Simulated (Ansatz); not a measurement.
B3W3. Total charge 0; doublet. Geometry PBE-D4/def2-SVP; atoms count from 1.

```xyz
6

W     0.386    0.399   -0.903
W     0.604    1.424    1.366
W    -1.766   -0.847   -0.649
B     1.880    0.112    0.537
B     0.029   -1.661   -1.036
B    -1.133    0.574    0.685
```

In the def2 sets W takes a core potential; there is no spin–orbit coupling. The charge 0 doublet is spin-contaminated (final ⟨S²⟩ up to 1.95, 0.75 for a pure state). No other spin state of charge 0 was run. The geometry of the doublet was relaxed on an unsound state (⟨S²⟩ 1.80, where a pure state has 0.75). Another isomer (doublet) lies 3.01 eV lower at PBE0-D4/def2-TZVP; other spin states weren't run for this one.

(1) Estimate the Mulliken populations from the PBE0/def2-TZVP orbitals of Ansatz.

(2) Where does the spin sit?

(3) And the Mayer bond orders between bonded heavy atoms (over 0.3)?

Answers

(1) 
```csv
atom,charge (e),spin (α − β),d electrons
W1,0.37,-0.37,4.43
W2,0.06,-1.08,4.65
W3,0.07,1.83,4.63
B4,-0.18,0.55,–
B5,-0.19,0.13,–
B6,-0.14,-0.05,–
```
Mulliken values and Mayer orders depend strongly on the basis.

(2) Summed by element: W 0.37, B 0.63, of 1 unpaired in all. Largest on single atoms: W3 1.83, W2 -1.08, B4 0.55.

(3) W1–W2 1.61 (2.50 Å); W1–W3 1.57 (2.50 Å); W1–B4 1.20 (2.09 Å); W1–B5 1.19 (2.10 Å); W1–B6 0.66 (2.20 Å); W2–W3 0.35 (3.85 Å); W2–B4 1.72 (2.01 Å); W2–B6 1.38 (2.05 Å); W3–B5 1.72 (2.01 Å); W3–B6 1.34 (2.05 Å).
